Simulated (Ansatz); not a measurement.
Name a neutral molecule of C, N, O, Si and H with size of the dipole moment (ωB97M-V/def2-TZVPP) between 0.00 and 0.30 D and size of the dipole moment (B3LYP/def2-TZVPP) between 0.00 and 0.30 D (Ansatz, PBE0-D4/def2-TZVP geometry).

`CO[Si@@H](N)[Si@@H](N)OC` (0.00 D, 0.00 D). Other molecules can fit too; these were computed, each in one conformer that needn't be the lowest.

B3LYP here is the variant with VWN-RPA as its local correlation; programs differ in this.
